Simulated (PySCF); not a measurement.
CdI (SMILES [Cd+][I]), charge +1, singlet, at a GFN2-xTB geometry (such geometries of metal compounds can be far from the true shape) (core potentials on Cd, I).

Here is a job for PySCF.
```python
from pyscf import gto, scf, dft, tdscf

mol = gto.Mole()
mol.atom = '''
    Cd   -0.000000   -0.000000   -1.341360
    I     0.000000    0.000000    1.214817
'''
mol.basis = 'def2-svp'
mol.ecp = {'Cd': 'def2-svp', 'I': 'def2-svp'}
mol.charge = 1
mol.spin = 0
mol.verbose = 4
mol.build()

mf = dft.RKS(mol)
mf.xc = 'b3lyp'
mf.kernel()
td = mf.TDA()
td.nstates = 5
td.kernel()
td.analyze(verbose=3)
```

**Question.** What does this run give for the number of basis functions, HOMO energy, HOMO-LUMO gap, Mulliken (on the basis functions themselves) charges in atom order?

**Answer.** 
```yaml
number_of_basis_functions: 57
HOMO energy: -12.70 eV
HOMO-LUMO gap: 2.20 eV
Mulliken (on the basis functions themselves) charges in atom order: Cd1 0.84, I2 0.16
```
